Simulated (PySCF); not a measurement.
**How methods differ on the ionisation energy of Tl⁺**

Tl⁺ [Xe] 4f14 5d10 6s2 (1S) → Tl²⁺ [Xe] 4f14 5d10 6s1 (2S), as a difference of total energies. All numbers are calculated (PySCF 2.14, a scalar-relativistic core potential, in def2-TZVPPD with the def2 core potential (60 electrons)). Correlated levels: valence and next inner shell: nothing frozen outside the core potential. The calculations carry no spin-orbit coupling.

Q: Order these methods by the ionisation energy they give, lowest first.
A. CCSD (valence and next inner shell)
B. CCSD(T) (valence and next inner shell)
C. SCS-MP2 (valence and next inner shell)
D. UHF

A: D (18.362 eV), A (20.104 eV), B (20.193 eV), C (20.324 eV).

Errors of the correlated levels include the incompleteness of this basis.

For comparison: 20.428 eV (measured; NIST Atomic Spectra Database, ionization energies).
